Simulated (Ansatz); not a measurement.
This geometry of ClFGaH2O (6 atoms, charge 0, multiplicity 2) is a first-order saddle point.

Computed with Ansatz 0.2.0, UKS BLYP-D4/def2-SVP.

```xyz
6
Properties=species:S:1:pos:R:3
Ga -0.080 0.022 0.121
H 0.215 0.733 1.748
O 1.259 -0.523 -0.960
H 2.081 -0.696 -0.459
Cl -2.103 0.107 -0.651
F 0.089 -0.595 1.997
```

(1) Which two structures does it join? (They come from a converged band through this point; their orientation in space is the band's.)

(2) How far does it lie above each of them?

Results:

(1) Bonds broken: Ga1–H2, Ga1–F6. Bonds formed: H2–F6. ClFGaH2O becomes ClGaHO + FH.

Image 0:

```xyz
6
Properties=species:S:1:pos:R:3
Ga -0.173 -0.154 0.476
H 0.507 1.384 0.680
O 1.257 -0.427 -0.705
H 2.050 -0.725 -0.205
Cl -2.143 0.089 -0.415
F -0.038 -1.119 1.963
```

Image 6:

```xyz
6
Properties=species:S:1:pos:R:3
Ga 0.515 0.589 -0.165
H -0.931 -0.069 1.655
O 1.357 -0.931 -0.761
H 2.332 -0.845 -0.739
Cl -1.768 0.330 -0.236
F -0.044 -0.028 2.041
```

(2) 0.47 eV above the first and 1.08 eV above the second. This is the barrier of this one path; another mechanism may lie lower.

The run took 70 s on 2 threads of AMD EPYC 9R45 96-Core Processor (Zen 5), with other jobs on the host, peak memory 0.18 GiB.
